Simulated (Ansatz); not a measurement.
One geometry of KI₂⁻, several levels of theory.

```yaml
crystal:
  periodic: [false, false, false]
  atoms:
    - {symbol: K, position_ang: [0.003481, 0.005158, -0.002935]}
    - {symbol: I, position_ang: [-0.627779, -2.019178, -2.481037]}
    - {symbol: I, position_ang: [0.624298, 2.014021, 2.483971]}
basis:
  gaussian: {orbitals: def2-TZVPD, initial_orbitals: start.molden}
total_charge: -1
magnetization: {spin_polarized: true, initial_magnetization: 0}
hamiltonian: {xc: pbe0, dispersion: d4}
output: {orbitals: {seedname: orbitals}}
```

The file start.molden holds the orbitals of an earlier run on this structure, at another level or in another basis.

```sh
$ ansatz run in.yaml --threads 4 --pin off --events-out ev --progress --plain --max-ram 3916MiB
```

It prints (some lines left out):

```
Functional definition: PBE0
1293 factors; their error is unknown
mean field evaluation 1: about -32528.2364 eV, gradient 2.6e1 eV
mean field evaluation 2: about -32528.7901 eV, gradient 1.0e0 eV
mean field evaluation 4: about -32529.3874 eV, gradient 6.6e-1 eV
mean field evaluation 8: about -32529.3882 eV, gradient 1.9e-5 eV
mean field evaluation 16: about -32529.3882 eV, gradient 7.2e-2 eV
mean field -32529.38823018 eV, -1195.4329682479 hartree, gradient 1.9e-5 eV, S^2 0.000000; 1 other end points of the search recorded, 0 dependent functions left out
reference -32529.38827657 eV, -1195.4329699528 hartree; 35, 35 occupied and 119, 119 virtual orbitals, 1293 factors
Total energy: -32529.43293969 eV, -1195.4346112919 hartree
```

It took 3.9 s on 4 threads of Intel Xeon Platinum 8488C on a shared host, peak host memory 0.57 GiB.

The first input with `hamiltonian: {xc: pbe, dispersion: d4}`, `scf: {omitted_lower_state_checks: [starts]}` (abridged; 1.7 s):

```
Functional definition: PBE
mean field -32526.52586461 eV, -1195.3277782532 hartree, gradient 2.1e-5 eV, S^2 0.000000
Total energy: -32526.57662794 eV, -1195.3296437712 hartree
Checks for a lower state left out: starts
```

As the first input, with `hamiltonian: {xc: r2scan, dispersion: d4}`, `scf: {omitted_lower_state_checks: [starts]}` (abridged; 3 s):

```
Functional definition: r2SCAN
mean field -32538.66760834 eV, -1195.7739791055 hartree, gradient 8.7e-6 eV, S^2 0.000000
Total energy: -32538.67839066 eV, -1195.7743753486 hartree
Checks for a lower state left out: starts
```

Geometry: PBE0-D4/def2-TZVPD, that of the charge -1 singlet.

In the def2 sets I takes a core potential; there is no spin–orbit coupling. The structure comes from a short search, and lower isomers may exist.
